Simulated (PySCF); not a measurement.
Compound: C6H8OSi.
SMILES: `C#CC#CC[SiH2]OC`

Computed, not measured: PySCF, TDDFT CAM-B3LYP/def2-SVPD, vertical, gas phase, core orbitals frozen in the response. The structure is a single GFN2-xTB conformer in the gas phase; no vibrational or solvent corrections. Torsions of this conformer, `[CH:1]#[C:2][C:3]#[C:4][CH2:5][SiH2:6][O:7][CH3:8]`: C4–C5–Si6–O7 180°, C5–Si6–O7–C8 180°.

Broadening: Gaussians 0.5 eV wide at half height, area fixed by f = 4.319×10⁻⁹ ∫ε dν̃. The cross-section is σ = 3.8235×10⁻²¹ ε cm², given in Mb (10⁻¹⁸ cm²). The width is an assumption, not a result. The curve ends short of the highest state used, and states not computed would add to its high-energy end.

E (eV), σ (Mb) and a bar:
```
     3.96       0.00 
     4.04       0.00 
     4.12       0.00 
     4.20       0.00 
     4.27       0.01 
     4.35       0.03 #
     4.43       0.07 ##
     4.51       0.16 ####
     4.59       0.30 ########
     4.67       0.52 ##############
     4.75       0.77 #####################
     4.83       1.00 ###########################
     4.90       1.11 ##############################
     4.98       1.10 ##############################
     5.06       0.95 ##########################
     5.14       0.71 ###################
     5.22       0.46 ############
     5.30       0.26 #######
     5.38       0.13 ###
     5.45       0.06 ##
     5.53       0.02 #
     5.61       0.01 
     5.69       0.00 
     5.77       0.00 
     5.85       0.01 
     5.93       0.02 #
     6.01       0.06 ##
     6.08       0.12 ###
     6.16       0.24 #######
     6.24       0.43 ############
     6.32       0.67 ##################
     6.40       0.90 ########################
     6.48       1.04 ############################
     6.56       1.06 #############################
     6.63       0.96 ##########################
     6.71       0.78 #####################
```

(1) Locate the maxima and give the states behind the curve.

(2) Coming from long wavelengths, where does ε first pass 100 L mol⁻¹ cm⁻¹?

(3) On this curve, what absorbance would a 10⁻⁴ mol/L sample give at 254 nm over a 1 cm path?

## Answers

(1) 251 nm (4.94 eV), ε about 290, made up of S2 (96%); 190 nm (6.53 eV), ε about 280, made up of S4 (99%) (ε in L mol⁻¹ cm⁻¹; maxima over ε = 5, shares over 10%). The states used: S1 4.71 eV (f 0.0001); S2 4.94 eV (f 0.0052); S3 4.97 eV (f 0.0002); S4 6.52 eV (f 0.0051); S5 6.75 eV (f 0.0001); S6 7.12 eV (f 0.0001); S7 7.27 eV (f 0.0007); S8 7.31 eV (f 0.0073).

(2) At about 268 nm (4.62 eV), 0.09 eV below S1.

(3) 254 nm is 4.881 eV, where ε is about 290 L mol⁻¹ cm⁻¹, so A = ε c l ≈ 0.029 (Beer–Lambert, with the gas-phase spectrum and the assumed width).

On one thread of an Arm Neoverse N1, no GPU, shared host with 64 logical CPUs at a one-minute load of 58, this took 1.8 min of wall time and 1.1 GiB of memory at its peak.
